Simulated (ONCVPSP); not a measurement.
**Building the ONCV potential for promethium (Pm) (PBEsol, scalar-relativistic).**

Input for ONCVPSP 4.0.1:

```
# ATOM AND REFERENCE CONFIGURATION
# atsym  z   nc   nv     iexc    psfile
  Pm 61.00    9    3  -116133      upf
#
#   n    l    f
    1    0    2.00
    2    0    2.00
    2    1    6.00
    3    0    2.00
    3    1    6.00
    3    2   10.00
    4    0    2.00
    4    1    6.00
    4    2   10.00
    4    3    5.00
    5    0    2.00
    5    1    6.00
#
# PSEUDOPOTENTIAL AND OPTIMIZATION
# lmax
    3
#
#   l,   rc,      ep,       ncon, nbas, qcut
    0    1.85    0.00    3    6    5.20
    1    1.55    0.00    3    7    5.80
    2    1.65    0.31    4    8    5.30
    3    1.15    0.00    4    8   13.50
#
# LOCAL POTENTIAL
# lloc, lpopt,  rc(5),   dvloc0
    3    5    1.15    0.00
#
# VANDERBILT-KLEINMAN-BYLANDER PROJECTORs
# l, nproj, debl
    0    1    1.80
    1    3    1.50
    2    2    2.40
    3    0    2.40
#
# MODEL CORE CHARGE
# icmod, fcfact, rcfact
    0    0.00    0.00
#
# LOG DERIVATIVE ANALYSIS
# epsh1, epsh2, depsh
   -4.00    5.00    0.02
#
# OUTPUT GRID
# rlmax, drl
    6.00    0.01
#
# TEST CONFIGURATIONS
# ncnf
    4
# nvcnf
#   n    l    f
    4
    4    3    5.00
    5    0    2.00
    5    1    6.00
    6    0    2.00
#
    4
    4    3    5.00
    5    0    2.00
    5    1    6.00
    6    0    1.00
#
    3
    4    3    4.00
    5    0    2.00
    5    1    6.00
#
    5
    4    3    5.00
    5    0    2.00
    5    1    6.00
    6    0    1.00
    6    1    1.00
#
```

Command:

```bash
oncvpsp.x < Pm.dat > Pm.out
```

Resulting log (shortened: citation, most of the input echo, consistency checks and plot data are left out):

```
ONCVPSP  (Optimized Norm-Conservinng Vanderbilt PSeudopotential)
scalar-relativistic version 4.0.1

#   n    l    f        energy (Ha)
    1    0    2.00    -1.6543817E+03
    2    0    2.00    -2.6939365E+02
    2    1    6.00    -2.4065275E+02
    3    0    2.00    -5.9109087E+01
    3    1    6.00    -5.0085974E+01
    3    2   10.00    -3.7714666E+01
    4    0    2.00    -1.2126796E+01
    4    1    6.00    -9.1660571E+00
    4    2   10.00    -4.9859337E+00
    4    3    5.00    -5.5921370E-01
    5    0    2.00    -2.0242721E+00
    5    1    6.00    -1.3152776E+00

Reference configufation results
  iterations    30
  all-electron total energy (Ha)   -1.00163547D+04

Begin loop to  construct optimized pseudo wave functions
and semi-local pseudopoentials for all angular momenta

Calculating optimized projector #   1

 for l=   0

    Fraction of norm inside rc  0.820401
    Optimizing pswf for qcut=   5.20 a_B^-1,  ecut=  13.50 Ha
    Residual kinetic energy error=  1.32D-04 Ha

    Energy error per electron        Cutoff
         Ha          eV             Ha
         0.01000     0.27211        8.70
         0.00100     0.02721       11.29
         0.00010     0.00272       14.99
         0.00001     0.00027       43.00

   Wellstate for l =  1  n =  7
     eigenvalue =   0.1847
     asymptotic potential =   0.6847
     half-point radius =  6.4419

   Wellstate for l =  1  n =  7
     eigenvalue =   1.6847
     asymptotic potential =   2.1847
     half-point radius =  3.1645

Calculating optimized projector #   1

 for l=   1

    Fraction of norm inside rc  0.453346
    Optimizing pswf for qcut=   5.81 a_B^-1,  ecut=  16.85 Ha
    Residual kinetic energy error=  4.23D-04 Ha

    Energy error per electron        Cutoff
         Ha          eV             Ha
         0.01000     0.27211       10.88
         0.00100     0.02721       15.22
         0.00010     0.00272       41.26
         0.00001     0.00027       88.63

Calculating optimized projector #   2

 for l=   1

    Fraction of norm inside rc  0.047909
    Optimizing pswf for qcut=   5.81 a_B^-1,  ecut=  16.85 Ha
    Residual kinetic energy error=  1.36D-04 Ha

    Energy error per electron        Cutoff
         Ha          eV             Ha
         0.01000     0.27211        4.52
         0.00100     0.02721       13.28
         0.00010     0.00272       17.62
         0.00001     0.00027       70.98

Calculating optimized projector #   3

 for l=   1

    Fraction of norm inside rc  0.059737
    Optimizing pswf for qcut=   5.81 a_B^-1,  ecut=  16.85 Ha
    Residual kinetic energy error=  6.65D-04 Ha

    Energy error per electron        Cutoff
         Ha          eV             Ha
         0.01000     0.27211       10.73
         0.00100     0.02721       15.88
         0.00010     0.00272       45.60
         0.00001     0.00027      101.17

WARNING wellstate: moderately localized bound state found for n= 5 l=  2
WARNING scattering state with energy  0.05000000
WARNING will be used for the first projector

   Wellstate for l =  2  n =  6
     eigenvalue =   0.0500
     asymptotic potential =   0.5500
     half-point radius =  5.4862

   Wellstate for l =  2  n =  7
     eigenvalue =   2.4500
     asymptotic potential =   2.9500
     half-point radius =  3.2790

Calculating optimized projector #   1

 for l=   2

    Fraction of norm inside rc  0.085999
    Optimizing pswf for qcut=   5.29 a_B^-1,  ecut=  14.00 Ha
    Residual kinetic energy error=  2.00D-05 Ha

    Energy error per electron        Cutoff
         Ha          eV             Ha
         0.01000     0.27211        4.93
         0.00100     0.02721        6.87
         0.00010     0.00272        8.93
         0.00001     0.00027       23.14

Calculating optimized projector #   2

 for l=   2

    Fraction of norm inside rc  0.085618
    Optimizing pswf for qcut=   5.29 a_B^-1,  ecut=  14.00 Ha
    Residual kinetic energy error=  3.36D-03 Ha

    Energy error per electron        Cutoff
         Ha          eV             Ha
         0.01000     0.27211        7.76
         0.00100     0.02721       64.50
         0.00010     0.00272      110.06
         0.00001     0.00027      134.86

Calculating optimized projector #   1

 for l=   3

    Fraction of norm inside rc  0.684662
    Optimizing pswf for qcut=  13.48 a_B^-1,  ecut=  90.90 Ha
    Residual kinetic energy error=  1.51D-04 Ha

    Energy error per electron        Cutoff
         Ha          eV             Ha
         0.01000     0.27211       73.29
         0.00100     0.02721       82.99
         0.00010     0.00272      105.09
         0.00001     0.00027      210.16

Construct Vanderbilt / Kleinmman-Bylander projectors

B matrix Hermiticity error, ll=   1
   1   2   -1.0740E-04
   1   3   -2.8277E-04
   2   3   -5.5972E-05

  Orthonormal projector coefficients  4.2240E+01  1.5478E+01  7.6871E-01

B matrix Hermiticity error, ll=   2
   1   2    1.1171E-04

  Orthonormal projector coefficients  1.4905E+01  2.0818E+00

Pseudoatom total energy  -66.694223

Diagnostic tests using Vanderbilt-Kleinman-Bylander pseudopotentials
  1 or more projectors used as specified by nproj input data

   l    rcore       rmatch      e in        delta e   norm test  slope test

   0   1.8538664   1.9101538  -2.0242721   0.0000388   1.0000002   1.0000360

   1   1.5586083   1.6059311  -1.3152776  -0.0000236   1.0004024   1.0003591
   1   1.5586083   1.6059311   0.1847224   0.0001594   1.0003421   1.0003421
   1   1.5586083   1.6059311   1.6847224   0.0000163   1.0004253   1.0004253

   2   1.6546906   1.7049306   0.0500000   0.0000201   1.0001250   1.0001250
   2   1.6546906   1.7049306   2.4500000  -0.0000511   1.0041660   1.0041660

   3   1.1556810   1.1907699  -0.5592137   0.0000254   1.0000118   0.9999483

 Testing for bound ghosts
   n   l    E NL Schr. Eq   E Basis Diag.   E Cutoff

       0                      -18.155259     22.70  WARNING - GHOST(-)
   1   0       -2.024233       -2.014444     22.70

   2   1       -1.315301       -1.313872    124.07

   3   2       -0.498102       -0.472879    125.40

 Testing for highly-localized positive-energy ghosts
       l    <radius>/rc     E Basis Diag.   E Cutoff

       1        0.274114       -1.085636    124.07  WARNING - GHOST(+)

       1        0.597468      111.243224    124.07  WARNING - GHOST(+)

       2        0.326686        2.525625    125.40  WARNING - GHOST(+)

Test configuration 0

   n   l     f        eae           eps        diff
   1   0  2.0000-1654.38173328
   2   0  2.0000 -269.39365249
   2   1  6.0000 -240.65275096
   3   0  2.0000  -59.10908689
   3   1  6.0000  -50.08597426
   3   2 10.0000  -37.71466592
   4   0  2.0000  -12.12679597
   4   1  6.0000   -9.16605707
   4   2 10.0000   -4.98593367
   4   3  5.0000   -0.55921370   -0.55918834    2.54D-05
   5   0  2.0000   -2.02427212   -2.02423335    3.88D-05
   5   1  6.0000   -1.31527761   -1.31530121   -2.36D-05

    Total energies and differences
      AE_ref= -1.00163547D+04  AE_tst= -1.00163547D+04  dif=  0.00D+00
      PS_ref= -6.66942225D+01  PS_tst= -6.66942225D+01  dif=  8.53D-14
      PSP excitation error= -8.53D-14

Test configuration 1

psatom: WARNING lschvkbb convergence error n,l,iter=   2   0   2
ea(ii),et,emin,emax -4.932427E-01 -5.425670E-01 -5.425670E-01 -5.425670E-01
run_config: WARNING for fully non-local PS atom, stg. 2
 WARNING no output for configuration 2

Test configuration 2

psatom: WARNING lschvkbb convergence error n,l,iter=   2   0   2
ea(ii),et,emin,emax -4.932427E-01 -5.425670E-01 -5.425670E-01 -5.425670E-01
run_config: WARNING for fully non-local PS atom, stg. 2
 WARNING no output for configuration 3

Test configuration 3

psatom: WARNING lschvkbb convergence error n,l,iter=   2   1  35
ea(ii),et,emin,emax -1.597810E+00 -1.637668E+00 -1.637668E+00 -1.637668E+00
run_config: WARNING for fully non-local PS atom, stg. 1
 WARNING no output for configuration 4

Test configuration 4

psatom: WARNING lschvkbb convergence error n,l,iter=   2   0   2
ea(ii),et,emin,emax -4.932427E-01 -5.425670E-01 -5.425670E-01 -5.425670E-01
run_config: WARNING for fully non-local PS atom, stg. 2
 WARNING no output for configuration 5
```

Note: ghosts flagged at negative energy: s at -494.0 eV, p at -29.5 eV; GHOST(+) flagged for d at 68.7 eV. A true bound ghost makes a file unfit for plane-wave use.

The run took about 3.8 s on one core of a shared server CPU.
